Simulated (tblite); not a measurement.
Species: C₉H₆FP.
SMILES with atom numbers: `[F:1][c:2]1[p:3][cH:4][cH:5][c:6]2[cH:7][cH:8][cH:9][cH:10][c:11]12` (hydrogens: H12 on C4; H13 on C5; H14 on C7; H15 on C8; H16 on C9; H17 on C10)

All values are computed: GFN2-xTB (tblite) harmonic vibrations without scaling, gas phase. Errors from tens to a few hundred cm⁻¹ against measured bands are possible.

Harmonic wavenumbers (cm⁻¹): 104.6, 125.3, 203.0, 259.7, 361.0, 361.4, 370.6, 417.2, 428.6, 497.2, 519.0, 533.2, 659.1, 685.7, 692.8, 756.1, 788.7, 808.2, 857.4, 876.6, 910.3, 920.0, 928.2, 977.3, 1086.8, 1128.1, 1155.7, 1183.7, 1187.3, 1223.0, 1256.0, 1308.2, 1355.0, 1394.3, 1413.9, 1456.9, 1513.9, 1564.0, 1603.6, 3039.4, 3056.3, 3074.8, 3083.9, 3093.6, 3103.1.

A = 1802, B = 878.4, C = 590.6 MHz; mass 164.019 u (most abundant isotopes); point group Cs, symmetry number 1.

**Question.** What is the zero-point energy?

**Answer.** Half the sum of the wavenumbers: 26161 cm⁻¹ = 74.80 kcal/mol.

**Question.** Entropy at 200 K, 1 bar (ideal gas, RRHO, classical rotation)?

**Answer.** Translation 39.24, rotation 29.03, vibration 11.03: S = 79.3 cal/(mol K).

**Question.** And Cp and H(200 K) − H(0)?

**Answer.** Cp = 25.17 cal/(mol K), of which vibrations give 17.22 (their classical limit is 45 R = 89.4); H(200 K) − H(0) = 2.99 kcal/mol without the zero-point energy, 1.40 from vibrations.

**Question.** How do the functions run with temperature in this model?

**Answer.** 
```json
{"T (K)": "150", "S (cal/(mol K))": "72.9", "Cp (cal/(mol K))": "19.5", "H − H(0) (kcal/mol)": "1.87", "G − H(0) (kcal/mol)": "-9.07", "ln q(vib)": "1.21"}
{"T (K)": "250", "S (cal/(mol K))": "85.5", "Cp (cal/(mol K))": "30.9", "H − H(0) (kcal/mol)": "4.39", "G − H(0) (kcal/mol)": "-16.99", "ln q(vib)": "2.96"}
{"T (K)": "298.15", "S (cal/(mol K))": "91.4", "Cp (cal/(mol K))": "36.4", "H − H(0) (kcal/mol)": "6.01", "G − H(0) (kcal/mol)": "-21.25", "ln q(vib)": "3.92"}
{"T (K)": "400", "S (cal/(mol K))": "103.7", "Cp (cal/(mol K))": "46.9", "H − H(0) (kcal/mol)": "10.27", "G − H(0) (kcal/mol)": "-31.19", "ln q(vib)": "6.12"}
{"T (K)": "600", "S (cal/(mol K))": "125.8", "Cp (cal/(mol K))": "61.9", "H − H(0) (kcal/mol)": "21.27", "G − H(0) (kcal/mol)": "-54.18", "ln q(vib)": "10.70"}
{"T (K)": "900", "S (cal/(mol K))": "153.5", "Cp (cal/(mol K))": "74.7", "H − H(0) (kcal/mol)": "41.96", "G − H(0) (kcal/mol)": "-96.23", "ln q(vib)": "17.44"}
```

q(vib) and H(0) count from the zero-point level.

**Question.** Blend soft modes into free rotors: weight 1/[1 + (100 cm⁻¹/ν̃)⁴] for the oscillator and the rest for a rotor with moment μB/(μ + B), μ = h/(8π²ν), B = 10⁻⁴⁴ kg m². What vibrational entropy results?

**Answer.** 10.98 cal/(mol K) in place of 11.03, which changes −T·S at 200 K by +0.01 kcal/mol.

**Question.** Which modes carry the vibrational entropy at 200 K?

**Answer.** 104.6 cm⁻¹: 2.60; 125.3 cm⁻¹: 2.26; 203.0 cm⁻¹: 1.40; 259.7 cm⁻¹: 1.01; 361.0 cm⁻¹: 0.57; 361.4 cm⁻¹: 0.57 cal/(mol K); the other 39 give 2.62 together.

Hindered rotation and anharmonicity are outside this model.
